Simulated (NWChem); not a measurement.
System: PbHOBr, singlet; SMILES [OH][Pb][Br]

NWChem input:

```
start job
memory heap 200 mb stack 900 mb global 1100 mb
geometry units angstroms noautoz
  Pb     0.138529     0.714233     0.000000
  Br     0.018649    -1.915869     0.000000
  O     -1.944509     1.011592     0.000000
  H     -2.191306     1.945645     0.000000
end
basis spherical
  * library def2-svp
end
ecp
  Pb library def2-ecp
end
dft
  xc b3lyp
  iterations 150
end
tddft
  nroots 6
  notriplet
end
task tddft energy
```

Output (shortened):

```
             Northwest Computational Chemistry Package (NWChem) 7.3.0
             --------------------------------------------------------

 CS  symmetry detected

                             Geometry "geometry" -> ""
                             -------------------------

 Output coordinates in angstroms (scale by  1.889725989 to convert to a.u.)

  No.       Tag          Charge          X              Y              Z
 ---- ---------------- ---------- -------------- -------------- --------------
    1 Pb                  82.0000     0.21960323     0.69163189     0.00000000
    2 Br                  35.0000    -0.03424509    -1.92893461     0.00000000
    3 O                    8.0000    -1.84556038     1.09483029     0.00000000
    4 H                    1.0000    -2.04440343     2.04025359     0.00000000

 Effective nuclear repulsion energy (a.u.)     808.8720014652

      Symmetry information
      --------------------

 Group name             Cs
 Group number              2
 Group order               2
 No. of unique centers     4

                                 NWChem DFT Module
                                 -----------------

 Summary of "ao basis" -> "ao basis" (spherical)
 ------------------------------------------------------------------------------
       Tag                 Description            Shells   Functions and Types
 ---------------- ------------------------------  ------  ---------------------
 Pb                         def2-svp                10       26   4s4p2d
 Br                         def2-svp                12       32   5s4p3d
 O                          def2-svp                 6       14   3s2p1d
 H                          def2-svp                 3        5   2s1p

      Symmetry analysis of basis
      --------------------------

        a'         54
        a"         23

            General Information
            -------------------
          SCF calculation type: DFT
          Wavefunction type:  closed shell.
          No. of atoms     :     4
          No. of electrons :    66
           Alpha electrons :    33
            Beta electrons :    33
          Charge           :     0
          Spin multiplicity:     1
          Use of symmetry is: off; symmetry adaption is: on
          Maximum number of iterations: 150
          AO basis - number of functions:    77
                     number of shells:    31
          Convergence on energy requested:  1.00D-06
          Convergence on density requested:  1.00D-05
          Convergence on gradient requested:  5.00D-04

              XC Information
              --------------
                         B3LYP Method XC Potential
                     Hartree-Fock (Exact) Exchange  0.200
                        Slater Exchange Functional  0.800 local
                    Becke 1988 Exchange Functional  0.720 non-local
              Lee-Yang-Parr Correlation Functional  0.810
                  VWN I RPA Correlation Functional  0.190 local

             Grid Information
             ----------------
          Grid used for XC integration:  medium
          Radial quadrature: Mura-Knowles
          Angular quadrature: Lebedev.
          Tag              B.-S. Rad. Rad. Pts. Rad. Cut. Ang. Pts.
          ---              ---------- --------- --------- ---------
          Pb                  1.80      123           9.0       590
          Br                  1.15      112          11.0       590
          O                   0.60       49          10.0       434
          H                   0.35       45          11.0       434
          Grid pruning is: on
          Number of quadrature shells:   329
          Spatial weights used:  Erf1

      Superposition of Atomic Density Guess
      -------------------------------------

 Sum of atomic energies:       -2866.63633467

      Non-variational initial energy
      ------------------------------

 Total energy =   -2839.167656
 1-e energy   =   -4528.225669
 2-e energy   =    1435.032774
 HOMO         =      -0.324474
 LUMO         =      -0.043642

      Symmetry analysis of molecular orbitals - initial
      -------------------------------------------------

  Numbering of irreducible representations:

     1 a'          2 a"

  Orbital symmetries:

     1 a'          2 a'          3 a'          4 a'          5 a"
     6 a'          7 a'          8 a'          9 a'         10 a"
    11 a'         12 a'         13 a'         14 a"         15 a'
    16 a'         17 a"         18 a'         19 a"         20 a'
    21 a'         22 a'         23 a'         24 a"         25 a"
    26 a'         27 a'         28 a'         29 a'         30 a"
    31 a"         32 a'         33 a'         34 a"         35 a'
    36 a'         37 a'         38 a'         39 a'         40 a"
    41 a'         42 a"         43 a'

 !! scf_movecs_sym_adapt:    4 vectors were symmetry contaminated

  Symmetry fudging

   convergence    iter        energy       DeltaE   RMS-Dens  Diis-err
 ---------------- ----- ----------------- --------- --------- ---------
 d= 0,ls=0.0,diis     1  -2842.5178964999 -3.10D+03  3.52D-02  9.36D-01

 !! scf_movecs_sym_adapt:    4 vectors were symmetry contaminated

  Symmetry fudging
 d= 0,ls=0.0,diis     2  -2840.9273966290  1.59D+00  2.73D-02  1.24D+01

 !! scf_movecs_sym_adapt:    2 vectors were symmetry contaminated

  Symmetry fudging
 d= 0,ls=0.0,diis     3  -2842.6134550261 -1.69D+00  8.75D-03  2.12D-01

 !! scf_movecs_sym_adapt:    2 vectors were symmetry contaminated

  Symmetry fudging
 d= 0,ls=0.0,diis     4  -2842.6371162686 -2.37D-02  3.25D-03  6.57D-02
 d= 0,ls=0.0,diis     5  -2842.6462792134 -9.16D-03  3.64D-04  1.13D-03
  Resetting Diis
 d= 0,ls=0.0,diis     6  -2842.6464417317 -1.63D-04  7.28D-05  4.54D-05
 d= 0,ls=0.0,diis     7  -2842.6464470729 -5.34D-06  6.07D-05  2.19D-06
 d= 0,ls=0.0,diis     8  -2842.6464465963  4.77D-07  3.35D-05  5.35D-06
 d= 0,ls=0.0,diis     9  -2842.6464475485 -9.52D-07  4.28D-06  1.44D-07

         Total DFT energy =    -2842.646447548452
      One electron energy =    -4531.129859772232
           Coulomb energy =     1550.953613830116
    Exchange-Corr. energy =     -116.495440666907
 Nuclear repulsion energy =      254.025239060571

 Numeric. integr. density =       65.999995587334

                  Occupations of the irreducible representations
                  ----------------------------------------------

                     irrep           alpha         beta
                     --------     --------     --------
                     a'               24.0         24.0
                     a"                9.0          9.0

                       DFT Final Molecular Orbital Analysis
                       ------------------------------------

 Vector   31  Occ=2.000000D+00  E=-2.745000D-01  Symmetry=a'
              MO Center= -1.4D-01, -9.4D-01, -1.7D-11, r^2= 4.0D+00
   Bfn.  Coefficient  Atom+Function         Bfn.  Coefficient  Atom+Function
  ----- ------------  ---------------      ----- ------------  ---------------
    41      0.359198  2 Br px                42     -0.343436  2 Br py
    38      0.318843  2 Br px                39     -0.297783  2 Br py
    62     -0.214078  3 O  px                35     -0.212953  2 Br px
    36      0.199124  2 Br py                11      0.196681  1 Pb px
     4      0.187019  1 Pb s                  3      0.182682  1 Pb s

 Vector   32  Occ=2.000000D+00  E=-2.703744D-01  Symmetry=a"
              MO Center= -2.9D-01, -1.4D+00, -4.7D-09, r^2= 3.0D+00
   Bfn.  Coefficient  Atom+Function         Bfn.  Coefficient  Atom+Function
  ----- ------------  ---------------      ----- ------------  ---------------
    43      0.559863  2 Br pz                40      0.479361  2 Br pz
    37     -0.321869  2 Br pz                64     -0.249764  3 O  pz
    67     -0.197783  3 O  pz                34      0.104660  2 Br pz
    18      0.063417  1 Pb d -1              13      0.049487  1 Pb pz
    23     -0.040635  1 Pb d -1              16      0.038540  1 Pb pz

[...]

                                NWChem TDDFT Module
                                -------------------

            General Information
            -------------------
           No. of orbitals :     154
            Alpha orbitals :      77
             Beta orbitals :      77
        Alpha frozen cores :       0
         Beta frozen cores :       0
     Alpha frozen virtuals :       0
      Beta frozen virtuals :       0
         Spin multiplicity :       1
    Number of AO functions :      77
        Use of symmetry is : off
      Symmetry adaption is : on
         Schwarz screening :  0.10D-07

              XC Information
              --------------
                  B3LYP Method XC Potential
              Hartree-Fock (Exact) Exchange   0.20
                 Slater Exchange Functional   0.80 local
             Becke 1988 Exchange Functional   0.72 non-local
       Lee-Yang-Parr Correlation Functional   0.81
           VWN I RPA Correlation Functional   0.19 local

             TDDFT Information
             -----------------
          Calculation type : TDDFT
         Wavefunction type : Restricted singlets
          No. of electrons :      66
           Alpha electrons :      33
            Beta electrons :      33
              No. of roots :       6
          Max subspacesize :    5200
            Max iterations :     100
               Target root :       1
           Target symmetry : none
      Symmetry restriction : off
                 Algorithm : Optimal
        Davidson threshold :  0.10D-03

    6 smallest eigenvalue differences (eV)
--------------------------------------------------------
  No. Spin  Occ  Vir  Irrep   E(Occ)    E(Vir)   E(Diff)
--------------------------------------------------------
    1    1   33   34 a"       -0.260    -0.101     4.331
    2    1   32   34 a'       -0.270    -0.101     4.607
    3    1   31   34 a"       -0.274    -0.101     4.720
    4    1   30   34 a'       -0.298    -0.101     5.362
    5    1   29   34 a"       -0.319    -0.101     5.941
    6    1   33   35 a'       -0.260    -0.036     6.098
--------------------------------------------------------

  Entering Davidson iterations
  Restricted singlet excited states

  Iter   NTrls   NConv    DeltaV     DeltaE      Time
  ----  ------  ------  ---------  ---------  ---------
    1      6       0     0.33E+00   0.10+100       14.7
    2     18       0     0.61E-01   0.38E-01       18.7
    3     30       0     0.16E-01   0.16E-02       18.9
    4     42       0     0.51E-02   0.15E-03       18.8
    5     54       2     0.10E-02   0.12E-04       18.9
    6     62       4     0.25E-03   0.40E-06       16.8
    7     66       6     0.81E-04   0.19E-07       13.8
  ----  ------  ------  ---------  ---------  ---------
  Convergence criterion met

  Ground state a'      -2842.646447548452 a.u.

  ----------------------------------------------------------------------------
  Root   1 singlet a"             0.123747204 a.u.                3.3673 eV
  ----------------------------------------------------------------------------
     Transition Moments    X  0.00000   Y  0.00000   Z  0.29233
     Dipole Oscillator Strength                    0.0070498675
     Electric Quadrupole                           0.0000000187
     Magnetic Dipole                               0.0000010497
     Total Oscillator Strength                     0.0070509359

     Occ.   29  a'  ---  Virt.   34  a"   0.05585 X
     Occ.   33  a'  ---  Virt.   34  a"   0.99762 X
  ----------------------------------------------------------------------------
  Root   2 singlet a"             0.138250402 a.u.                3.7620 eV
  ----------------------------------------------------------------------------
     Transition Moments    X -0.00000   Y -0.00000   Z  0.26969
     Dipole Oscillator Strength                    0.0067034495
     Electric Quadrupole                           0.0000000334
     Magnetic Dipole                               0.0000010051
     Total Oscillator Strength                     0.0067044879

     Occ.   29  a'  ---  Virt.   34  a"   0.05350 X
     Occ.   31  a'  ---  Virt.   34  a"  -0.99768 X
  ----------------------------------------------------------------------------
  Root   3 singlet a'             0.146525058 a.u.                3.9872 eV
  ----------------------------------------------------------------------------
     Transition Moments    X  0.09971   Y -0.42589   Z -0.00000
     Dipole Oscillator Strength                    0.0186890137
     Electric Quadrupole                           0.0000000402
     Magnetic Dipole                               0.0000000097
     Total Oscillator Strength                     0.0186890636

     Occ.   29  a'  ---  Virt.   35  a'  -0.05802 X
     Occ.   29  a'  ---  Virt.   36  a'  -0.05940 X
     Occ.   31  a'  ---  Virt.   35  a'  -0.13055 X
     Occ.   31  a'  ---  Virt.   36  a'  -0.05878 X
     Occ.   32  a"  ---  Virt.   34  a"   0.96109 X
     Occ.   33  a'  ---  Virt.   35  a'   0.20045 X
     Occ.   33  a'  ---  Virt.   36  a'  -0.09631 X
  ----------------------------------------------------------------------------
  Root   4 singlet a'             0.175331675 a.u.                4.7710 eV
  ----------------------------------------------------------------------------
     Transition Moments    X -0.22105   Y -0.08866   Z -0.00000
     Dipole Oscillator Strength                    0.0066303953
     Electric Quadrupole                           0.0000001213
     Magnetic Dipole                               0.0000001179
     Total Oscillator Strength                     0.0066306344

     Occ.   29  a'  ---  Virt.   35  a'  -0.15360 X
     Occ.   29  a'  ---  Virt.   36  a'   0.10868 X
     Occ.   30  a"  ---  Virt.   34  a"   0.92683 X
     Occ.   30  a"  ---  Virt.   34  a"  -0.05178 Y
     Occ.   31  a'  ---  Virt.   36  a'  -0.18924 X
     Occ.   33  a'  ---  Virt.   35  a'  -0.08219 X
     Occ.   33  a'  ---  Virt.   36  a'   0.24426 X
  ----------------------------------------------------------------------------
  Root   5 singlet a"             0.177571986 a.u.                4.8320 eV
  ----------------------------------------------------------------------------
     Transition Moments    X  0.00000   Y  0.00000   Z -0.00290
     Dipole Oscillator Strength                    0.0000009965
     Electric Quadrupole                           0.0000000531
     Magnetic Dipole                               0.0000020414
     Total Oscillator Strength                     0.0000030909

     Occ.   29  a'  ---  Virt.   34  a"  -0.99455 X
     Occ.   30  a"  ---  Virt.   35  a'   0.05538 X
     Occ.   31  a'  ---  Virt.   34  a"  -0.05247 X
     Occ.   33  a'  ---  Virt.   34  a"   0.05702 X
  ----------------------------------------------------------------------------
  Root   6 singlet a'             0.192859359 a.u.                5.2480 eV
  ----------------------------------------------------------------------------
     Transition Moments    X  0.14898   Y  0.37391   Z -0.00000
     Dipole Oscillator Strength                    0.0208292633
     Electric Quadrupole                           0.0000000255
     Magnetic Dipole                               0.0000001099
     Total Oscillator Strength                     0.0208293987

     Occ.   29  a'  ---  Virt.   35  a'   0.07592 X
     Occ.   31  a'  ---  Virt.   35  a'   0.47352 X
     Occ.   31  a'  ---  Virt.   36  a'   0.11344 X
     Occ.   32  a"  ---  Virt.   34  a"  -0.08100 X
     Occ.   33  a'  ---  Virt.   35  a'   0.84345 X
     Occ.   33  a'  ---  Virt.   36  a'   0.18939 X

              Target root =      1
          Target symmetry = none
      Ground state energy =  -2842.646447548452
        Excitation energy =      0.123747204376
     Excited state energy =  -2842.522700344076

  stored tddft:energy   -2842.5227003440759
```

Level: B3LYP/def2-SVP with def2 effective core potentials on Pb, full TDDFT. Low-valent species are run as closed-shell singlets; no triplet was tried in these runs. Geometry: optimised at PBE0/def2-SVP. def2 effective core potentials on Pb; no spin-orbit coupling.
